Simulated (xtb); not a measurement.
C$_{2}$H$_{6}$OZn, charge -1, doublet, from a rough starting geometry (GFN-xTB shapes and energies of metal compounds can be far from the true ones) (a state made from the parent by changing its charge; the spin is typed, not shown lowest); xtb with GFN2-xTB.

Input for xtb:
```
$ xtb mol.xyz --gfn 2 --chrg -1 --uhf 1 --opt vtight --json

# file mol.xyz
10

Zn     0.99802162     0.77354046     0.95247212
C      0.37144965    -0.66205004    -0.41136359
C     -1.00256721    -0.30805402    -1.12654399
H      0.32210550    -1.57423490     0.11096045
H      1.02146555    -0.76936227    -1.24972607
H     -0.95728880     0.56902544    -1.66773082
H     -1.80743230    -0.14392983    -0.30810336
H     -1.29576089    -1.06512393    -1.72069265
O      0.90328180     1.32045132     2.55442427
H      1.53998127     1.96588430     2.97337460
```

Task: Write the output that xtb gives for this input, abridged.

Result: 
```
   ID    Z sym.   atoms
    1   30 Zn     1
    2    6 C      2, 3
    3    1 H      4-8, 10
    4    8 O      9

           -------------------------------------------------
          |                Calculation Setup                |
           -------------------------------------------------

           -------------------------------------------------
          |                 G F N 2 - x T B                 |
           -------------------------------------------------

          ...................................................
          :                      SETUP                      :
          :.................................................:
          :  # basis functions                  22          :
          :  # atomic orbitals                  22          :
          :  # shells                           14          :
          :  # electrons                        23          :
          :  max. iterations                   250          :
          :  Hamiltonian                  GFN2-xTB          :
          :  restarted?                      false          :
          :  GBSA solvation                  false          :
          :  PC potential                    false          :
          :  electronic temp.          300.0000000     K    :
          :  accuracy                    1.0000000          :
          :  -> integral cutoff          0.2500000E+02      :
          :  -> integral neglect         0.1000000E-07      :
          :  -> SCF convergence          0.1000000E-05 Eh   :
          :  -> wf. convergence          0.1000000E-03 e    :
          :  Broyden damping             0.4000000          :
          :  net charge                         -1          :
          :  unpaired electrons                  1          :
          ...................................................

 iter      E             dE          RMSdq      gap      omega  full diag
   1    -11.9829709 -0.119830E+02  0.642E+00    2.96       0.0  T
   2    -12.1185058 -0.135535E+00  0.412E+00    3.88       1.0  T
   3    -12.1490291 -0.305233E-01  0.206E+00    4.09       1.0  T
   4    -12.1492974 -0.268355E-03  0.592E-01    4.29       1.0  T
   5    -12.1496586 -0.361115E-03  0.192E-01    4.29       1.0  T
   6    -12.1496440  0.145105E-04  0.968E-02    4.29       1.0  T
   7    -12.1496623 -0.182756E-04  0.144E-02    4.29       2.2  T
   8    -12.1496635 -0.116564E-05  0.570E-03    4.29       5.5  T
   9    -12.1496635 -0.524696E-07  0.111E-03    4.29      28.6  T
  10    -12.1496635 -0.181571E-08  0.422E-04    4.29      74.9  T
  11    -12.1496635 -0.667768E-10  0.104E-04    4.29     303.3  T

   *** convergence criteria satisfied after 11 iterations ***

         :::::::::::::::::::::::::::::::::::::::::::::::::::::
         ::                     SUMMARY                     ::
         :::::::::::::::::::::::::::::::::::::::::::::::::::::
         :: total energy             -12.011740199191 Eh    ::
         :: gradient norm              0.180953044940 Eh/a0 ::
         :: HOMO-LUMO gap              4.290199221361 eV    ::
         ::.................................................::
         :: SCC energy               -12.149661666458 Eh    ::
         :: -> isotropic ES            0.198566782719 Eh    ::
         :: -> anisotropic ES          0.001398826026 Eh    ::
         :: -> anisotropic XC          0.002383293437 Eh    ::
         :: -> dispersion             -0.004987845699 Eh    ::
         :: repulsion energy           0.137921467267 Eh    ::
         :: add. restraining           0.000000000000 Eh    ::
         :: total charge              -1.000000000000 e     ::
         :::::::::::::::::::::::::::::::::::::::::::::::::::::

      -----------------------------------------------------------
     |                   =====================                   |
     |                        A N C O P T                        |
     |                   =====================                   |
[...]
 * total energy  :   -12.0738155 Eh     change       -0.9330070E-05 Eh
 * total energy  :   -12.0738235 Eh     change       -0.7990123E-05 Eh
 * total energy  :   -12.0738280 Eh     change       -0.4530154E-05 Eh
 * total energy  :   -12.0738334 Eh     change       -0.5356690E-05 Eh
 * total energy  :   -12.0738391 Eh     change       -0.5676379E-05 Eh
 * total energy  :   -12.0738484 Eh     change       -0.9352825E-05 Eh
 * total energy  :   -12.0738527 Eh     change       -0.4275747E-05 Eh
 * total energy  :   -12.0738544 Eh     change       -0.1653375E-05 Eh
 * total energy  :   -12.0738548 Eh     change       -0.4907274E-06 Eh
 * total energy  :   -12.0738550 Eh     change       -0.1811330E-06 Eh
 * total energy  :   -12.0738552 Eh     change       -0.1359355E-06 Eh
 * total energy  :   -12.0738553 Eh     change       -0.9972565E-07 Eh
   *** GEOMETRY OPTIMIZATION CONVERGED AFTER 26 ITERATIONS ***
         :: total energy             -12.073855259665 Eh    ::
[...]
         8        2.0000           -0.2355175              -6.4088
         9        2.0000           -0.1830945              -4.9823
        10        2.0000           -0.1586239              -4.3164
        11        2.0000           -0.1417694              -3.8577
        12        1.0000           -0.0524221              -1.4265 (HOMO)
        13                          0.1536857               4.1820 (LUMO)
        14                          0.2662715               7.2456
        15                          0.3121508               8.4941
        16                          0.3310030               9.0071
        17                          0.3441283               9.3642
        18                          0.3505048               9.5377
        19                          0.3855336              10.4909
        20                          0.4513474              12.2818
        21                          0.4726214              12.8607
        22                          0.5451965              14.8356
      -------------------------------------------------------------
                  HL-Gap            0.2061079 Eh            5.6085 eV
             Fermi-level           -0.0232320 Eh           -0.6322 eV

     #   Z          covCN         q      C6AA      α(0)
     1  30 Zn       1.156     0.085   124.904    21.857
     2   6 C        3.363    -0.198    29.596     8.532
     3   6 C        3.746    -0.054    21.612     6.631
     4   1 H        0.924    -0.058     4.299     3.242
     5   1 H        0.923    -0.080     4.899     3.461
     6   1 H        0.924    -0.027     3.576     2.957
     7   1 H        0.924    -0.014     3.311     2.845
     8   1 H        0.922    -0.047     4.017     3.134
     9   8 O        1.420    -0.765    29.766     7.349
    10   1 H        0.806     0.157     1.369     1.837

 Mol. C6AA /au·bohr⁶  :       1412.648394
 Mol. C8AA /au·bohr⁸  :      45939.136636
 Mol. α(0) /au        :         61.847674

Wiberg/Mayer (AO) data.
largest (>0.10) Wiberg bond orders for each atom

 ---------------------------------------------------------------------------
     #   Z sym  total        # sym  WBO       # sym  WBO       # sym  WBO
 ---------------------------------------------------------------------------
     1  30 Zn   1.240 --     9 O    0.611     2 C    0.584
     2   6 C    3.643 --     3 C    1.022     5 H    0.977     4 H    0.976
                             1 Zn   0.584
     3   6 C    3.980 --     2 C    1.022     7 H    0.989     6 H    0.988
                             8 H    0.973
     4   1 H    0.997 --     2 C    0.976
     5   1 H    0.994 --     2 C    0.977
     6   1 H    0.999 --     3 C    0.988
     7   1 H    1.000 --     3 C    0.989
     8   1 H    0.995 --     3 C    0.973
     9   8 O    1.649 --    10 H    0.963     1 Zn   0.611
    10   1 H    0.975 --     9 O    0.963
 ---------------------------------------------------------------------------

Topologies differ in total number of bonds
Writing topology from bond orders to xtbtopo.mol

molecular dipole:
                 x           y           z       tot (Debye)
 q only:       -0.846      -0.287      -1.964
   full:       -1.246      -0.686      -1.758       5.747
molecular quadrupole (traceless):
                xx          xy          yy          xz          yz          zz
 q only:        5.801      -1.717       5.765      -7.224      -8.262     -11.567
  q+dip:        3.623      -2.989       5.188      -5.595      -5.732      -8.811
   full:        4.319      -3.592       4.975      -5.251      -5.672      -9.294

optimized geometry written to: xtbopt.xyz

           -------------------------------------------------
          | TOTAL ENERGY              -12.073855259665 Eh   |
          | GRADIENT NORM               0.000047954372 Eh/α |
          | HOMO-LUMO GAP               5.608480801923 eV   |
           -------------------------------------------------

normal termination of xtb
```
